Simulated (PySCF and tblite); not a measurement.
Values are calculated unless marked as measured or tabulated.
2 E/Z isomers of C₇H₁₄S, numbered alike:

```json
{"isomer": "A", "SMILES": "[CH3:1][CH2:2][C@H:3]([CH3:4])/[CH:5]=[CH:6]/[S:7][CH3:8]", "descriptors (one enantiomer)": "3S, 5=6 E"}
{"isomer": "B", "SMILES": "[CH3:1][CH2:2][C@H:3]([CH3:4])/[CH:5]=[CH:6]\\[S:7][CH3:8]", "descriptors (one enantiomer)": "3S, 5=6 Z"}
```

Each isomer is a Boltzmann average at 298.15 K over at most 6 conformers: GFN2-xTB geometries, energies B3LYP/def2-SVP (D3(BJ) added where defined), GFN2-xTB thermal terms. Programs: PySCF with density fitting and tblite.

Equilibrium rotational constants and dipole components of each isomer's leading conformer, in random order:

```
set  A (MHz)  B (MHz)  C (MHz)  abs μa  abs μb  abs μc (D)
  P     2735      882      766    0.89    0.03        0.85
  Q     2908      724      637    0.17    0.18        1.36
```

(1) Match sets and isomers.

The whole study took 9.1 min on 1 thread of Arm Neoverse V2 (shared host) (rough), peak memory 1 GiB, launched as `OMP_NUM_THREADS=1 python ens_run.py task.json out`.

Answers

(1) P is B (C1), Q is A (C1).
